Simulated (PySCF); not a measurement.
C₄H₉O₂, SMILES CO[CH]COC, doublet, GFN2-xTB optimised geometry.

```
15

C      0.32     1.39     3.88
O     -0.89     0.71     3.64
C     -1.13     0.25     2.37
C     -0.45     0.78     1.15
O     -0.80     0.05     0.00
C     -0.30    -1.26     0.00
H      0.39     2.31     3.30
H      0.32     1.63     4.95
H      1.19     0.75     3.66
H     -2.14    -0.11     2.28
H      0.65     0.79     1.28
H     -0.76     1.82     0.92
H     -0.65    -1.82     0.87
H      0.80    -1.26     0.00
H     -0.66    -1.73    -0.91
```

Density from unrestricted B3LYP/def2-TZVP in PySCF at that geometry.

Minimum of the electron density along straight lines between bonded atoms, close to the bond critical point (lines longer than 1.1 times the sum of covalent radii, or with two minima, are not listed):

| bond | length / Å | ρ at the minimum / e bohr⁻³ | ∇²ρ there / e bohr⁻⁵ | position (fraction from the first atom) |
|---|---|---|---|---|
| C1–O2 | 1.403 | 0.265 | -0.56 | 0.35 |
| O2–C3 | 1.369 | 0.281 | -0.41 | 0.66 |
| C3–C4 | 1.491 | 0.270 | -0.73 | 0.51 |
| C4–O5 | 1.409 | 0.269 | -0.64 | 0.37 |
| O5–C6 | 1.407 | 0.266 | -0.60 | 0.64 |
| C1–H7 | 1.095 | 0.284 | -1.00 | 0.64 |
| C1–H8 | 1.089 | 0.289 | -1.04 | 0.65 |
| C1–H9 | 1.096 | 0.283 | -0.99 | 0.65 |
| C3–H10 | 1.077 | 0.293 | -1.06 | 0.65 |
| C4–H11 | 1.105 | 0.278 | -0.96 | 0.64 |
| C4–H12 | 1.105 | 0.278 | -0.96 | 0.65 |
| C6–H13 | 1.095 | 0.284 | -1.00 | 0.65 |
| C6–H14 | 1.098 | 0.281 | -0.98 | 0.64 |
| C6–H15 | 1.088 | 0.288 | -1.03 | 0.65 |
